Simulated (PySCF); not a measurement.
# Partial charges of `C#Cc1ccncp1`

Compound: C6H4NP.
Structure used (GFN2-xTB), in Å, numbered top down from 1:
```
atom  x, y, z in Å
C1     2.942   -0.462   -1.212
C2     1.810   -0.326   -0.832
C3     0.479   -0.171   -0.390
C4     0.236    0.443    0.835
C5    -1.042    0.630    1.335
N6    -2.163    0.262    0.739
C7    -2.156   -0.335   -0.426
P8    -0.799   -0.777   -1.435
H9     3.931   -0.580   -1.543
H10    1.082    0.787    1.415
H11   -1.177    1.114    2.295
H12   -3.142   -0.586   -0.808
```

Density: PBE0/pcSseg-1 (PySCF); schemes: Mulliken, IAO, Hirshfeld and ESP-fitted. Isolated species at its GFN2-xTB geometry, gas phase.

Q: For which atoms does the sign change between the 4 schemes (beyond +0.03 e in one, beyond −0.03 e in another)?

A: C2, C3, C7 and P8. Atomic charges aren't observables, and each scheme defines them in its own way.

Q: At which atom do the 4 schemes differ most?

A: At C3: from -0.592 (Mulliken) to +0.521 e (ESP-fitted), 1.113 e apart.

Q: What partial charge does each atom carry?

A: In e:

```csv
atom,environment,Mulliken,IAO,Hirshfeld,ESP-fitted
C1,terminal alkyne carbon,-0.344,-0.211,-0.089,-0.349
C2,alkyne carbon,+0.465,-0.024,-0.049,-0.111
C3,substituted aromatic carbon,-0.592,-0.201,-0.036,+0.521
C4,aromatic CH carbon,-0.033,-0.154,-0.039,-0.714
C5,aromatic CH next to a ring nitrogen,+0.129,-0.001,+0.026,+0.576
N6,pyridine-type nitrogen,-0.367,-0.249,-0.149,-0.687
C7,aromatic CH next to a ring nitrogen,-0.169,-0.227,-0.036,+0.352
P8,phosphorus bonded to 2 C,+0.506,+0.359,+0.111,-0.247
H9,alkyne hydrogen,+0.051,+0.209,+0.099,+0.299
H10,aromatic hydrogen,+0.111,+0.170,+0.059,+0.253
H11,aromatic hydrogen,+0.112,+0.163,+0.057,+0.028
H12,aromatic hydrogen,+0.132,+0.166,+0.046,+0.080
```

Mean size of the charges over all atoms: ESP-fitted 0.351 e, Mulliken 0.251 e, IAO 0.178 e, Hirshfeld 0.066 e. Each set sums to the total charge, 0, to within 0.001 e. The ESP scheme fits charges at the nuclei, held to the total charge, to the electrostatic potential on points at 1.4 to 2.0 times the van der Waals radii. The IAO scheme counts the electrons in orthogonalised intrinsic atomic orbitals, a minimal basis polarised so that it spans the occupied orbitals exactly.

Q: Sum the charges by element, for elements with more than one atom.

A: 
```json
{"element": "C", "atoms": "6", "Mulliken": "-0.544", "IAO": "-0.818", "Hirshfeld": "-0.223", "ESP-fitted": "+0.274"}
{"element": "H", "atoms": "4", "Mulliken": "+0.406", "IAO": "+0.707", "Hirshfeld": "+0.261", "ESP-fitted": "+0.660"}
```

Q: How many electrons does the Mulliken scheme count on N6?

A: Z − q = 7 − (-0.367) = 7.367.

Q: How closely do the schemes follow one another over all atoms?

A: Correlation coefficient and root-mean-square difference: IAO with Hirshfeld 0.92, 0.134 e; Mulliken with IAO 0.76, 0.206 e; Mulliken with Hirshfeld 0.62, 0.272 e; Hirshfeld with ESP-fitted 0.46, 0.386 e; IAO with ESP-fitted 0.21, 0.421 e; Mulliken with ESP-fitted -0.01, 0.522 e.
